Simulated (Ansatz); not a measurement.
C$_{8}$H$_{18}$Cl$_{2}$O$_{2}$Si, SMILES `CC(C)(C)O[Si](Cl)(Cl)OC(C)(C)C`, 31 atoms. The species carries charge 0 and has multiplicity 1. All runs use 11 threads of an AMD EPYC 7R13 on a shared host and a whole NVIDIA H100 80 GB. Correlated methods freeze the cores.

Give the basis size and wall time and peak host memory of each of these runs in Ansatz. direct RPA on PBE orbitals/def2-TZVPP energy; RKS PBE0-D4/def2-TZVP relaxation (13 steps); RHF-CCSD(T)/def2-SVP energy; RKS ωB97M-V/def2-SVP energy; RKS BHLYP-D4/def2-TZVPP energy; RHF-CCSD(T)/def2-TZVPP energy; RKS PBE0-D4/def2-SVP energy; RKS B97M-V/def2-TZVPP energy; RKS revPBE-D4/def2-TZVPP energy; RKS PBE-QIDH (frozen core)/def2-TZVPP energy; RHF-MP2/def2-QZVPP energy; RKS ωB97M-V/def2-QZVPP energy. (An estimate is asked.)

Ansatz gave: Other jobs shared the machine, so times are rough.

| level | job | functions | wall time | peak host memory (GiB) |
| --- | --- | --- | --- | --- |
| RKS revPBE-D4/def2-TZVPP | energy | 688 | 20 s | 1.2 |
| RHF-CCSD(T)/def2-SVP | energy | 284 | 23 s | 0.89 |
| RKS PBE-QIDH (frozen core)/def2-TZVPP | energy | 688 | 25 s | 4.8 |
| RKS B97M-V/def2-TZVPP | energy | 688 | 25 s | 1.4 |
| RKS BHLYP-D4/def2-TZVPP | energy | 688 | 33 s | 1.3 |
| RKS ωB97M-V/def2-SVP | energy | 284 | 44 s | 1.1 |
| RKS PBE0-D4/def2-TZVP | relaxation (13 steps) | 529 | 53 s | 1.5 |
| RKS PBE0-D4/def2-SVP | energy | 284 | 55 s | 0.96 |
| direct RPA on PBE orbitals/def2-TZVPP | energy | 688 | 66 s | 4.8 |
| RHF-MP2/def2-QZVPP | energy | 1320 | 70 s | 2.3 |
| RKS ωB97M-V/def2-QZVPP | energy | 1320 | 71 s | 2.3 |
| RHF-CCSD(T)/def2-TZVPP | energy | 688 | 11 min | 4.6 |
